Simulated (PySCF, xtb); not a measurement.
Sc(OH) (HOSc), SMILES [OH][Sc].

Harmonic wavenumbers (cm⁻¹) from xtb with GFN2-xTB at its own minimum, in rising order: 395, 596, 596, 3663.

Problem. What does PBE-D3(BJ)/def2-TZVP run with PySCF 2.14.0 give at its own minimum? (The exact figures need the calculation; the answer reports its results.)

Solution. 269, 269, 781, 3824. Paired by order, the mean absolute difference is 200 cm⁻¹ and the zero-point energies are 7.5 and 7.4 kcal/mol.
